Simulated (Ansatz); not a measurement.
Program: Ansatz. Geometries: PBE0-D4/def2-TZVP. ΔE: electronic, gas phase. CCSD(T)/CBS adds triple-zeta CCSD(T) − MP2 to the extrapolated MP2 energy (def2 sets, frozen cores). DFT in def2-TZVPP. B3LYP here is the variant with VWN-RPA as its local correlation; programs differ in this. HSE06 is defined as in plane-wave codes. Each species was taken in one conformer, which may not be the lowest.

Consider the isomerisation: `N[SiH2]CBO` → `B[Si](C)(N)O`.

`N[SiH2]CBO`:

```xyz
13

N    -0.699    1.443    1.480
Si   -1.236    0.282    0.330
C    -0.058   -0.107   -1.089
B     1.276   -0.711   -0.588
O     1.426   -2.063   -0.576
H     0.037    1.220    2.129
H    -0.687    2.422    1.246
H    -2.496    0.815   -0.256
H    -1.510   -0.979    1.069
H    -0.596   -0.797   -1.749
H     0.099    0.842   -1.612
H     2.175   -0.024   -0.168
H     2.270   -2.344   -0.217
```

`B[Si](C)(N)O`:

Z-matrix (Å, degrees):
```
Si
C 1 1.869
N 1 1.719 2 105.3
B 1 2.004 2 117.5 3 -116.0
O 1 1.660 2 109.6 3 125.0
H 2 1.095 1 111.5 3 -59.9
H 2 1.093 1 111.1 3 60.4
H 2 1.093 1 110.7 3 -179.7
H 3 1.006 1 122.4 2 -178.2
H 3 1.006 1 123.3 2 20.0
H 4 1.199 1 119.8 2 176.5
H 4 1.198 1 123.7 2 0.4
H 5 0.959 1 117.8 2 -44.1
```

```
             level  ΔE (kJ/mol)  difference from CCSD(T)/CBS
            PBE-D4         84.3                          7.0
         revPBE-D4         80.5                          3.2
         r2SCAN-D4         82.3                          5.0
            B97M-V         81.8                          4.5
           PBE0-D4         83.4                          6.1
          B3LYP-D4         79.8                          2.5
      CAM-B3LYP-D4         82.0                          4.7
           ωB97X-V         79.0                          1.7
            B2PLYP         82.2                          4.9
            revPBE         83.0                          5.7
              PBE0         84.6                          7.3
             HSE06         85.0                          7.7
     CCSD/def2-SVP        116.0                         38.7
    MP2/def2-TZVPP         84.6                          7.3
SCS-MP2/def2-QZVPP         79.7                          2.4
    CCSD/CBS(def2)         75.3                         -2.0
       CCSD(T)/CBS         77.3                            0
```

Largest T1 diagnostic among the species: 0.012.

In def2-TZVPP, CCSD(T) changes the Hartree–Fock value by +6.2 kJ/mol (the triples alone add +2.0 kJ/mol) and MP2 by +10.0 kJ/mol. At CCSD(T), def2-SVP lies +41.7 kJ/mol from the extrapolated value and def2-TZVPP +3.4 kJ/mol.

CCSD(T)/CBS has its own doubt, a few kJ/mol and more with outer-core shells, so smaller differences from it don't rank the levels.
